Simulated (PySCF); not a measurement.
## Correlation energy of Sn (tin, neutral)

[Kr] 4d10 5s1 5p3, high-spin 5S determinant (an excited configuration). Calculation: PySCF 2.14, in def2-TZVPPD with the def2 core potential (28 electrons) (7s5p4d2f, 56 functions); a scalar-relativistic core potential. Frozen: nothing; 22 electrons correlated.

```csv
level,correlation energy (mhartree)
CCSD,-270.66
(T),-5.52
CCSD(T),-276.18
```

Diagnostics: T1 = 0.0072, D1 = 0.0181, largest double amplitude 0.031.

Is a single reference adequate?

Yes, within this model without spin-orbit coupling: T1 lies below 0.03 and no double amplitude reaches 0.07.

The basis has no tight functions for the innermost shells, so their pair energies are far from complete.

This basis was not built for core-valence correlation, so the inner-shell part is incomplete.
